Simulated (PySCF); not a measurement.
## Orbital energies and ionisation energy

Species: C₃H₁₃BOSi.
Cartesian coordinates in Å at the PBE0-D3(BJ)/def2-SVP level; atoms count from 1:
```xyz
19
C3H13BOSi angstrom
C     -1.987    0.509    0.957
O     -1.344   -0.543    0.255
C     -1.778   -0.697   -1.087
B      0.298   -0.715    0.523
C      1.066    0.529   -0.140
Si     2.910    0.364    0.166
H     -1.754    1.483    0.499
H     -1.606    0.481    1.984
H     -3.073    0.337    0.947
H     -1.261   -1.576   -1.487
H     -1.521    0.192   -1.685
H     -2.866   -0.857   -1.097
H      0.331   -0.752    1.744
H      0.509   -1.795   -0.009
H      0.941    0.591   -1.236
H      0.771    1.507    0.284
H      3.456   -0.884   -0.456
H      3.220    0.324    1.630
H      3.670    1.519   -0.418
```

Level: PBE0/def2-SVPD (PySCF). Frontier orbitals with their largest atomic shares (Löwdin; up to four atoms above 4 %):

```json
{"orbital": "HOMO−3", "ε (eV)": "-8.73", "main atoms": "Si6 38 %, H17 24 %, H18 24 %, C5 7 %"}
{"orbital": "HOMO−2", "ε (eV)": "-8.42", "main atoms": "C5 33 %, Si6 25 %, H18 8 %, H17 8 %"}
{"orbital": "HOMO−1", "ε (eV)": "-7.90", "main atoms": "B4 36 %, H13 20 %, H14 18 %, C5 10 %"}
{"orbital": "HOMO", "ε (eV)": "-7.79", "main atoms": "?"}
{"orbital": "LUMO", "ε (eV)": "0.24", "main atoms": "C1 15 %, C3 15 %, B4 10 %, H12 9 %"}
{"orbital": "LUMO+1", "ε (eV)": "0.88", "main atoms": "Si6 14 %, O2 13 %, B4 8 %, C3 8 %"}
{"orbital": "LUMO+2", "ε (eV)": "1.09", "main atoms": "C3 15 %, C1 14 %, H11 10 %, H7 10 %"}
```

Question: What vertical ionisation energy does ΔSCF give, and how far is −ε(HOMO) from it?

Answer: ΔSCF: 9.61 eV (927 kJ/mol; threshold wavelength 129 nm); ⟨S²⟩ of the doublet left behind is 0.756, against 0.75 for a pure doublet. −ε(HOMO) is 7.79 eV, 1.82 eV below it. In exact Kohn–Sham theory the two would be equal; PBE0 (global hybrid, 25 % exact exchange) falls short of its own ΔSCF value by 19 %.

Question: On which atoms does the HOMO lie?

Answer: C5 (sp3 carbon bound to silicon) 31 %, B4 (four-coordinate boron) 20 %, O2 (oxygen bonded to B and 2 C) 12 %, Si6 (SiH3 silicon) 11 %, so no atom holds as much as 40 %. The HOMO−1 lies 0.11 eV lower.

Question: How many of the 10 lowest singlet excitations (vertical TDDFT, same level) lie below the ionisation energy?

Answer: All 10; they run from 7.07 to 8.09 eV.

Question: Shift the occupied levels rigidly so that −ε(HOMO) equals the ΔSCF value. What binding energies result?

Answer: The shift is +1.82 eV: HOMO 9.61, HOMO−1 9.72, HOMO−2 10.24, HOMO−3 10.55 eV. A rigid shift is only a rough guide to the deeper ionisations.

Isolated species at its PBE0-D3(BJ)/def2-SVP geometry (one conformer only).
